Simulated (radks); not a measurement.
Coulomb parameter of the 4f shell of the thulium ion Tm2+ in the model configuration [Xe] 4f11 6p2, as a second difference U = [E(n + 0.5) + E(n - 0.5) - 2 E(n)] / (0.5)^2 with all orbitals relaxed. "Bare": the charge of the atom changes with n. "Screened": the 6p shell takes up the change at fixed total charge, which measures U(4f,4f) + U(6p,6p) - 2 U(4f,6p). Calculated with a radial shooting solver on a logarithmic mesh with Libxc functionals: Dirac Kohn-Sham, PBE, spin-unpolarised, spherical densities, finite nucleus; open shells are shared between the two j in proportion to 2j + 1; Fermi nuclear charge, rms radius 5.2256 fm.

case               configuration  E - E(n) (eV)
start              [Xe] 4f11 6p2          0.000
bare +0.5        [Xe] 4f11.5 6p2        -17.394
bare -0.5        [Xe] 4f10.5 6p2         22.379
screened +0.5  [Xe] 4f11.5 6p1.5        -11.150
screened -0.5  [Xe] 4f10.5 6p2.5         13.767

U(bare) = 19.939 eV, U(screened by 6p) = 10.468 eV.
